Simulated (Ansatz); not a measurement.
K⁺ beside Cl⁻: one fragment in the basis of the whole pair (the partner's atoms are ghosts).

Input (in.yaml):

```yaml
crystal:
  periodic: [false, false, false]
  atoms:
    - {symbol: Cl, position_ang: [0.000000, -0.000000, 1.342048]}
basis:
  gaussian:
    orbitals: def2-SVP
    ghost_atoms:
      - {symbol: K, position_ang: [-0.000000, 0.000000, -1.342048]}
total_charge: -1
hamiltonian: {xc: {name: wB97M-V}}
```

Launched with

```bash
ansatz run in.yaml --threads 2 --pin off --events-out ev --progress --plain --max-ram 5222MiB
```

Output of Ansatz 0.2.0:

```
Functional definition: wB97M-V
  name "wB97M-V"
  cite "Mardirossian & Head-Gordon, J. Chem. Phys. 144, 214110 (2016) doi:10.1063/1.4952647"
  cite "Becke, J. Chem. Phys. 107, 8554 (1997) doi:10.1063/1.475007"
  cite "Vydrov & Van Voorhis, J. Chem. Phys. 133, 244103 (2010) doi:10.1063/1.3521275"
  # Of w^i u^j: cxij and so on, Table III.
  parameter omega = 0.3/bohr
  parameter cx = 0.15
  parameter cx01 = 1.007
  parameter cx10 = 0.259
  parameter css00 = 0.443
  parameter css04 = -1.437
  parameter css10 = -4.535
  parameter css20 = -3.390
  parameter css43 = 4.278
  parameter cos00 = 1.000
  parameter cos10 = 1.358
  parameter cos20 = 2.924
  parameter cos21 = -8.812
  parameter cos60 = -1.390
  parameter cos61 = 9.142
  parameter b = 6.0
  parameter c = 0.01
  gx(w, u) = 1 - cx + cx01*u + cx10*w
  gss(w, u) = css00 + css04*u^4 + css10*w + css20*w^2 + css43*w^4*u^3
  gos(w, u) = cos00 + cos10*w + (cos20 + cos21*u)*w^2 + (cos60 + cos61*u)*w^6
  exchange = spin_sum(e_x_unif_sr(omega)*gx(b97_w, b97_u_x)) + cx*exact_x_sr(omega) + exact_x_lr(omega)
  correlation = spin_sum(e_c_pw_mod_same_spin*gss(b97_w, b97_u_same))
      + integral(e_c_pw_mod_opposite_spin*gos(b97_w_opposite, b97_u_opposite)) + vv10(b, c)
388 factors; their error is unknown
87 factors; integrals over basis functions are off by at most 9.1e-5 eV
mean field evaluation 1: about -12519.0375 eV, gradient 1.4e1 eV
mean field evaluation 2: about -12519.3183 eV, gradient 7.8e0 eV
mean field evaluation 4: about -12519.4522 eV, gradient 3.3e-1 eV
mean field evaluation 8: about -12519.4795 eV, gradient 2.7e-2 eV
mean field evaluation 16: about -12519.4795 eV, gradient 6.3e-5 eV
mean field -12519.47954172 eV, -460.0823871503 hartree, gradient 6.3e-5 eV, S^2 0.000000; 0 other end points of the search recorded, 0 dependent functions left out
reference -12519.47961567 eV, -460.0823898679 hartree; 9, 9 occupied and 33, 33 virtual orbitals, 388 factors
Total energy: -12519.47961567 eV, -460.0823898679 hartree
```

Hardware: 2 CPU threads of an Arm Neoverse V2, shared host. Wall time about 2.2 s.
